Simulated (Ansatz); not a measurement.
Ansatz (a first-principles code) input (RI-MP2/aug-cc-pV(T+d)Z):
A basis named .json is the Basis Set Exchange file of that set.

Ansatz 0.2 input:
```yaml
crystal:
  periodic: [false, false, false]
  atoms:
    - {symbol: O, position_ang: [1.56199035, -0.57889312, 0.20386997]}
    - {symbol: Al, position_ang: [-0.00169334, 0.01851669, -0.00244273]}
    - {symbol: O, position_ang: [-1.42850623, -0.88075879, -0.01131233]}
    - {symbol: F, position_ang: [-0.15000537, 1.64031215, -0.21639038]}
    - {symbol: H, position_ang: [1.79454088, -1.49736424, 0.33758674]}
    - {symbol: H, position_ang: [-1.49035213, -1.82894677, 0.10122103]}
basis:
  gaussian:
    orbitals: aug-cc-pV_T+d_Z.json
    fitting: {mean_field: def2-universal-jkfit, correlation: aug-cc-pVTZ-RIFIT.json}
magnetization: {spin_polarized: true, initial_magnetization: 2}
correlation: {method: mp2, electrons: outside_noble_gas}
```

End of the output:

```
integrals: 0.24 GiB planned
395 factors; integrals over basis functions are off by at most 8.9e-1 eV
557 factors; integrals over basis functions are off by at most 6.6e-1 eV
0.72 GiB of device memory are held for the factors and their scratch space
mean field: 0.78 GiB planned
mean field evaluation 1: about -13391.7110 eV, gradient 3.3e1 eV
mean field evaluation 2: about -13394.6600 eV, gradient 2.2e1 eV
mean field evaluation 4: about -13396.0743 eV, gradient 1.3e0 eV
mean field evaluation 8: about -13396.1351 eV, gradient 1.1e-2 eV
mean field evaluation 16: about -13396.1351 eV, gradient 1.2e-3 eV
mean field evaluation 32: about -13396.1351 eV, gradient 2.2e-4 eV
mean field evaluation 64: about -13397.3891 eV, gradient 1.1e0 eV
mean field evaluation 96: about -13394.7388 eV, gradient 5.9e0 eV
mean field evaluation 128: about -13396.9001 eV, gradient 5.2e-1 eV
mean field -13397.43767405 eV, -492.3467534118 hartree, gradient 1.3e-6 eV, S^2 2.006673; 17 other end points of the search recorded, 0 dependent functions left out
8 core orbitals not correlated
reference -13397.43767405 eV, -492.3467534118 hartree; 13, 11 occupied and 218, 220 virtual orbitals, 557 factors
second order -21.29338788 eV of doubles, -0.00000000 eV of singles
Total energy: -13418.73106193 eV, -493.1292709832 hartree
```

This state (charge 0, triplet) is run at the relaxed geometry of the species with charge 0 and multiplicity 1, and is a spin state other than that species' own.
